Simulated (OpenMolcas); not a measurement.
Os4+ (d4) among equal point charges was computed by CASSCF with the d shell active (OpenMolcas, ANO-RCC-VDZP on the metal). Its lowest spin-free states, and all those of the highest spin:

```json
{"2S+1": "5", "Degeneracy": "1", "E (cm-1)": "0.0"}
{"2S+1": "5", "Degeneracy": "2", "E (cm-1)": "7753"}
{"2S+1": "3", "Degeneracy": "2", "E (cm-1)": "13522"}
{"2S+1": "3", "Degeneracy": "2", "E (cm-1)": "14808"}
{"2S+1": "3", "Degeneracy": "2", "E (cm-1)": "18905"}
{"2S+1": "3", "Degeneracy": "2", "E (cm-1)": "19304"}
{"2S+1": "1", "Degeneracy": "1", "E (cm-1)": "20938"}
{"2S+1": "3", "Degeneracy": "1", "E (cm-1)": "21186"}
{"2S+1": "3", "Degeneracy": "2", "E (cm-1)": "22782"}
{"2S+1": "5", "Degeneracy": "2", "E (cm-1)": "22875"}
{"2S+1": "1", "Degeneracy": "2", "E (cm-1)": "23502"}
{"2S+1": "3", "Degeneracy": "1", "E (cm-1)": "24073"}
```

Is the site octahedral, tetrahedral or cube-like, axial, or of lower symmetry?

The states with 2S+1 = 5 have orbital degeneracies 1, 2, 2. There are pairs but no triples, so the site is axial: not cubic, but with a proper or improper axis of order three or more. The run had Os4+ among 2 point charges of -1.5 e arranged as a linear pair (D∞h), 1.74 Å from the ion.

Spin-orbit coupling mixes the spin-free states strongly: the lowest level takes only 56 % from its leading state, 5Σ. Without dynamic correlation the repulsion within the d shell is too large (B by tens of per cent), so at a given field states of lower spin stand too high. This shell can be high or low spin here, a state of another spin lies low, and with metal d orbitals alone active their balance is uncertain, so the ground spin may be wrong. Point charges give a weaker field than real ligands, and real ions of this kind are as a rule low spin; the high spin found here belongs to the model. This is an electrostatic model: the charges have no orbitals. No measured value stands beside these numbers.
